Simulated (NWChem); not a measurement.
System: CH4BFS; SMILES FB(C)S

NWChem input:

```
start job
memory heap 200 mb stack 900 mb global 1100 mb
geometry units angstroms noautoz
  B     -0.061817     0.402103    -0.104362
  F     -1.254905     0.927151    -0.381588
  C      1.179796     1.350769    -0.030752
  H      1.286162     1.879672    -0.993115
  H      2.132235     0.858233     0.204023
  H      0.992142     2.130995     0.726355
  S     -0.063982    -1.389701     0.152720
  H      1.258246    -1.502898     0.391785
end
basis spherical
  B library aug-cc-pvdz
  F library aug-cc-pvdz
  C library aug-cc-pvdz
  H library aug-cc-pvdz
  S library aug-cc-pvdz
end
dft
  xc hfexch
  iterations 150
  mulliken
end
task dft energy
```

NWChem printed, in part:

```
             Northwest Computational Chemistry Package (NWChem) 7.3.0
             --------------------------------------------------------

 C1  symmetry detected

                             Geometry "geometry" -> ""
                             -------------------------

 Output coordinates in angstroms (scale by  1.889725989 to convert to a.u.)

  No.       Tag          Charge          X              Y              Z
 ---- ---------------- ---------- -------------- -------------- --------------
    1 B                    5.0000    -0.08453498     0.41473965     0.00004896
    2 F                    9.0000    -1.31823400     0.91869933    -0.00001382
    3 C                    6.0000     1.13114334     1.39917587     0.00004963
    4 H                    1.0000     1.06146376     2.05710240    -0.88282754
    5 H                    1.0000     2.11984465     0.92240301     0.00295105
    6 H                    1.0000     1.05811669     2.06116615     0.87960271
    7 S                   16.0000    -0.00501317    -1.39366675     0.00003470
    8 H                    1.0000     1.34070653    -1.47905101    -0.00069963

 Effective nuclear repulsion energy (a.u.)     143.8677202270

  xc_inp: hfexch multiplicative factor not found.

                                 NWChem DFT Module
                                 -----------------

 Summary of "ao basis" -> "ao basis" (spherical)
 ------------------------------------------------------------------------------
       Tag                 Description            Shells   Functions and Types
 ---------------- ------------------------------  ------  ---------------------
 B                        aug-cc-pvdz                9       23   4s3p2d
 F                        aug-cc-pvdz                9       23   4s3p2d
 C                        aug-cc-pvdz                9       23   4s3p2d
 H                        aug-cc-pvdz                5        9   3s2p
 S                        aug-cc-pvdz               11       27   5s4p2d

            General Information
            -------------------
          SCF calculation type: DFT
          Wavefunction type:  closed shell.
          No. of atoms     :     8
          No. of electrons :    40
           Alpha electrons :    20
            Beta electrons :    20
          Charge           :     0
          Spin multiplicity:     1
          Use of symmetry is: off; symmetry adaption is: off
          Maximum number of iterations: 150
          AO basis - number of functions:   132
                     number of shells:    58
          Convergence on energy requested:  1.00D-06
          Convergence on density requested:  1.00D-05
          Convergence on gradient requested:  5.00D-04

              XC Information
              --------------
                     Hartree-Fock (Exact) Exchange  1.000

      Superposition of Atomic Density Guess
      -------------------------------------

 Sum of atomic energies:        -561.06491147

      Non-variational initial energy
      ------------------------------

 Total energy =    -562.696235
 1-e energy   =   -1058.705567
 2-e energy   =     352.141612
 HOMO         =      -0.348313
 LUMO         =       0.016482

     ---------------------------------------------
      Total Density - Mulliken Population Analysis
     ---------------------------------------------

    Atom       Charge   Shell Charges
 -----------   ------   -------------------------------------------------------
    1 B    5     3.86   2.01  0.63  0.19 -0.04  1.07 -0.08 -0.01  0.20 -0.10
    2 F    9     9.62   2.00  0.91  0.99  0.11  3.50  2.00  0.10  0.00  0.01
    3 C    6     5.92   2.01  0.74  0.29  0.04  2.14  0.69  0.01  0.02 -0.03
    4 H    1     1.06   0.67  0.36  0.01  0.03 -0.01
    5 H    1     1.20   0.68  0.50  0.02  0.03 -0.03
    6 H    1     1.06   0.67  0.36  0.01  0.03 -0.01
    7 S   16    16.47   2.00  2.02  0.91  0.89  0.04  6.00  2.41  2.08  0.06  0.04  0.02
    8 H    1     0.81   0.57  0.19  0.01  0.03  0.01

   convergence    iter        energy       DeltaE   RMS-Dens  Diis-err
 ---------------- ----- ----------------- --------- --------- ---------
 d= 0,ls=0.0,diis     1   -561.9099053165 -7.06D+02  4.71D-03  4.24D-01
 d= 0,ls=0.0,diis     2   -561.9624887916 -5.26D-02  1.40D-03  1.06D-01
 d= 0,ls=0.0,diis     3   -561.9724666103 -9.98D-03  6.08D-04  6.12D-03
 d= 0,ls=0.0,diis     4   -561.9735925544 -1.13D-03  1.43D-04  3.10D-04
 d= 0,ls=0.0,diis     5   -561.9736726657 -8.01D-05  5.14D-05  2.12D-05
  Resetting Diis
 d= 0,ls=0.0,diis     6   -561.9736798681 -7.20D-06  1.46D-05  1.14D-06
 d= 0,ls=0.0,diis     7   -561.9736803280 -4.60D-07  3.75D-06  9.80D-08

         Total DFT energy =     -561.973680327954
      One electron energy =    -1061.784665259720
           Coulomb energy =      401.624032390413
    Exchange-Corr. energy =      -45.680767685619
 Nuclear repulsion energy =      143.867720226972

 Numeric. integr. density =        0.000000000000

                       DFT Final Molecular Orbital Analysis
                       ------------------------------------

 Vector   18  Occ=2.000000D+00  E=-5.379805D-01
              MO Center=  4.9D-01, -6.6D-02,  3.7D-04, r^2= 3.5D+00
   Bfn.  Coefficient  Atom+Function         Bfn.  Coefficient  Atom+Function
  ----- ------------  ---------------      ----- ------------  ---------------
    51      0.290488  3 C  px               105     -0.287809  7 S  px
   124     -0.239031  8 H  s                 79      0.226549  5 H  s
    29      0.212831  2 F  py               108     -0.208178  7 S  px
    80      0.192699  5 H  s                100      0.176763  7 S  s
    32      0.165288  2 F  py                 5     -0.147334  1 B  px

[...]
```

Level: Hartree-Fock/aug-cc-pVDZ. The geometry was optimised at PBE0/def2-SVP.
